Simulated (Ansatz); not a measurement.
System: CH5BO, net charge 0, singlet state. 
Coordinates optimised at B3LYP-D3(BJ)/def2-TZVP (Ansatz, a program for electronic structure):
SMILES: BOC
```xyz
8

B      1.2673     0.2797    -0.1845
O      0.1862    -0.3130     0.3439
C     -1.1411    -0.0162    -0.0807
H      2.3289    -0.0472     0.2489
H      1.1451     1.0981    -1.0525
H     -1.6029    -0.9336    -0.4463
H     -1.7076     0.3478     0.7766
H     -1.1430     0.7377    -0.8708
```

Wanted: atomisation energy (electronic, to ground-state atoms); the coupled-cluster value holds the core correlation from cc-pwCVTZ, in kJ/mol. Correlated levels leave the core frozen unless marked. Open shells are spin-unrestricted. No spin-orbit coupling. Non-relativistic. Basis-set limits of correlation are two-point, X^-3; Hartree-Fock from the larger set (for Q and 5 zeta extrapolated as (X+1)exp(-9√X)).

Level to compare with: CCSD(T)/CBS(cc-pVQZ,cc-pV5Z) plus the core term (Ansatz), 3006.9 kJ/mol. It is a level with limits of its own, and the differences hold the functionals' basis error too.

Problem. Rank these functionals by how close they come to CCSD(T)/CBS(cc-pVQZ,cc-pV5Z), closest first: HSE06/def2-TZVPD (Ansatz); revPBE/def2-TZVPD (Ansatz); r2SCAN0/def2-TZVPD (Ansatz); r2SCAN/def2-TZVPD (Ansatz).

Solution. r2SCAN/def2-TZVPD (meta-GGA, 3009.5 kJ/mol, difference 2.6), HSE06/def2-TZVPD (screened hybrid, 2996.9 kJ/mol, difference -10.0), r2SCAN0/def2-TZVPD (hybrid meta-GGA, 2968.8 kJ/mol, difference -38.1), revPBE/def2-TZVPD (GGA, 2945.3 kJ/mol, difference -61.6)
